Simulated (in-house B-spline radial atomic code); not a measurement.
Whole-atom quantities along the 7-electron series, configuration [He] 2s2 2p3. Computed with a radial B-spline atomic code at the basis-set limit: non-relativistic Hartree-Fock, average of the configuration, point nuclei.

This level leaves out relativity, spin-orbit splitting included, which matters for heavy ions.

```csv
ion,Z,E/Z² (Eh),Σ<r²> (bohr²),n(0)/Z³ (bohr⁻³),Lamb diamagnetic shielding (ppm),repulsion over attraction
Rb30+,37,-1.5102,0.15387,0.68962,2056.63,0.035456
Sr31+,38,-1.5131,0.14524,0.69029,2114.32,0.034551
Zr33+,40,-1.5186,0.13002,0.69154,2229.7,0.032872
Nb34+,41,-1.5211,0.1233,0.69212,2287.39,0.032092
Mo35+,42,-1.5235,0.11708,0.69267,2345.08,0.031348
Tc36+,43,-1.5258,0.11133,0.6932,2402.77,0.030637
Ru37+,44,-1.528,0.10598,0.6937,2460.46,0.029959
Rh38+,45,-1.5301,0.10102,0.69418,2518.15,0.029309
Pd39+,46,-1.5321,0.096391,0.69465,2575.84,0.028687
Ag40+,47,?,?,?,?,?
Cd41+,48,-1.5359,0.088045,0.69552,2691.22,0.027519
In42+,49,-1.5376,0.084273,0.69592,2748.91,0.02697
Sn43+,50,-1.5393,0.080739,0.69632,2806.6,0.026442
Sb44+,51,-1.541,0.077422,0.6967,2864.29,0.025935
Te45+,52,-1.5426,0.074306,0.69706,2921.98,0.025446
I46+,53,-1.5441,0.071374,0.69741,2979.67,0.024976
Xe47+,54,-1.5455,0.068612,0.69775,3037.36,0.024522
Cs48+,55,-1.547,0.066008,0.69807,3095.04,0.024085
Ba49+,56,?,?,?,?,?
La50+,57,?,?,?,?,?
Ce51+,58,-1.5509,0.059027,0.69899,3268.11,0.022862
Pr52+,59,-1.5521,0.056944,0.69927,3325.8,0.022482
Nd53+,60,-1.5533,0.054971,0.69955,3383.49,0.022114
```

Task: Fill in the row of Ag40+.

Result: E/Z² (Eh): -1.534; Σ<r²> (bohr²): 0.092076; n(0)/Z³ (bohr⁻³): 0.69509; Lamb diamagnetic shielding (ppm): 2633.53; repulsion over attraction: 0.028091.

Task: Fill in the row of Ba49+.

Result: E/Z² (Eh): -1.5483; Σ<r²> (bohr²): 0.063549; n(0)/Z³ (bohr⁻³): 0.69839; Lamb diamagnetic shielding (ppm): 3152.73; repulsion over attraction: 0.023663.

Task: Fill in the row of La50+.

Result: E/Z² (Eh): -1.5496; Σ<r²> (bohr²): 0.061225; n(0)/Z³ (bohr⁻³): 0.69869; Lamb diamagnetic shielding (ppm): 3210.42; repulsion over attraction: 0.023256.

Task: With what power of Z does the column «Σ<r²> (bohr²)» change over this range?

Result: A fit of the logarithm of its size against log Z from Z = 37 to 60 has slope -2.13. Unscreened non-relativistic hydrogenic orbitals would give -2.
